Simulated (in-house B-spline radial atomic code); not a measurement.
## Removing one electron from Ba44+

Closed shell [Ne] 3s2. Computed with a B-spline radial code for spherical atoms: Koopmans values of Dirac-Hartree-Fock plus a diagonal self-energy, in second order or with its direct term screened (direct RPA, with the hole-particle interaction, or full time-dependent Hartree-Fock), linearised in energy; no-pair Dirac-Coulomb Hamiltonian, finite nucleus. Shifts add to the Koopmans value (the ΔSCF shift is orbital relaxation alone); the final value takes TDHF screening with Breit and QED.

Command:
```bash
python run_mb.py task.json out
```
Settings (nuclear radius in fm, box in bohr, cutoff in hartree):
```
basis_form          2
Z                   56
core_configuration  [Ne] 3s2
rms_radius          4.8378
mass_number         138
speed_of_light      137.036
box_radius          2.763
lmax                7
intervals           57
virtual_cutoff      12544.0
```

Time taken, with all properties: 4.7 s on 1 thread of Arm Neoverse N1, with other jobs on the host.

Energies in eV:

| subshell | Koopmans | ΔSCF shift | second order | direct RPA | hole-particle | TDHF | Breit + QED | final |
| --- | --- | --- | --- | --- | --- | --- | --- | --- |
| 3s1/2 | 3550.26 | -0.207 | ? | ? | ? | ? | ? | ? |

(1) What does the self-energy do to 3s1/2?

## Answers

(1) It shifts the removal energy by 3.673 eV in second order, 2.482 with direct RPA, 3.092 with the hole-particle term and 3.569 with TDHF screening (quasi-particle weight 0.993); Breit and QED add -3.984 eV. The final value is 3549.84 eV, against 3546 ± 4 eV (NIST, tabulated theory).
